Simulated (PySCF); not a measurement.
FH6NOSi2, SMILES N[Si@]([SiH3])(F)O. Geometry optimised at PBE-D3(BJ)/def2-SVP. The structure was generated by enumeration; whether it is a known compound was not checked. One conformer was computed; it need not be the lowest.

Computed equilibrium geometry at PBE-D3(BJ)/def2-SVP (PySCF confirms it by a frequency run) as Cartesian coordinates in Å (one conformer of several):
```xyz
11

N     -0.9995    -1.5591     0.4517
Si    -0.3415     0.0125     0.2656
O     -1.6243     0.9649    -0.2352
F      0.2288     0.7071     1.6546
Si     1.4893    -0.0658    -1.1957
H     -1.9341    -1.6919     0.8454
H     -0.4010    -2.3747     0.5886
H     -1.5223     1.9081    -0.0192
H      2.4869    -1.0930    -0.7236
H      1.0479    -0.4402    -2.5849
H      2.1845     1.2685    -1.2558
```
